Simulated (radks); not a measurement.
The numbers below are computed, except where a source is named.
Task: Excited configurations of Ne2+: one electron is placed in a higher orbital outside [He] 2s2 2p3. The ground configuration is [He] 2s2 2p4. Level of theory: Dirac Kohn-Sham, PBEsol, spin-unpolarised, spherical densities, point nucleus; open shells are shared between the two j in proportion to 2j + 1 (a radial shooting solver on a logarithmic mesh with Libxc functionals). Excitation = E - E(ground); binding = E(ion) - E, where the ion is the core of charge +3; n* = 3/sqrt(2 binding) in atomic units, and the quantum defect is n - n*. Eigenvalue and <r> are those of j = l + 1/2.

| outer orbital | excitation (eV) | binding (eV) | n* | quantum defect | eigenvalue (eV) | <r> (bohr) |
|---|---|---|---|---|---|---|
| 3s | 42.946 | 24.340 | 2.243 | 0.757 | -20.524 | 2.552 |
| 4p | 56.979 | 10.307 | 3.447 | 0.553 | -8.714 | 5.727 |
| 4d | 58.938 | 8.348 | 3.830 | 0.170 | -6.914 | 6.416 |
| 4f | 59.658 | 7.628 | 4.007 | -0.007 | -6.154 | 5.998 |
| 5s | 60.252 | 7.033 | 4.173 | 0.827 | -6.071 | 8.856 |
| 5d | 61.890 | 5.396 | 4.764 | 0.236 | -4.586 | 10.57 |
| 6d | 63.527 | 3.759 | 5.708 | 0.292 | -3.240 | 15.68 |
| 7p | 64.216 | 3.070 | 6.316 | 0.684 | -2.680 | 20.16 |

Estimate the row for 7d.

Result: excitation (eV) 64.521; binding (eV) 2.765; n* 6.654; quantum defect 0.346; eigenvalue (eV) -2.405; <r> (bohr) 21.77. The Delta-SCF ionisation energy is 67.286 eV (NIST Atomic Spectra Database: 63.423 eV, measured). Self-interaction in the functional shifts the binding energies and quantum defects, so they are the method's values and not measured ones. Spin polarisation and multiplet splitting are left out, so open shells lie too high by an amount that depends on their filling.

Beside tabulated values, note that spin-unpolarised runs miss the spin-polarisation part of the exchange energy of open shells.
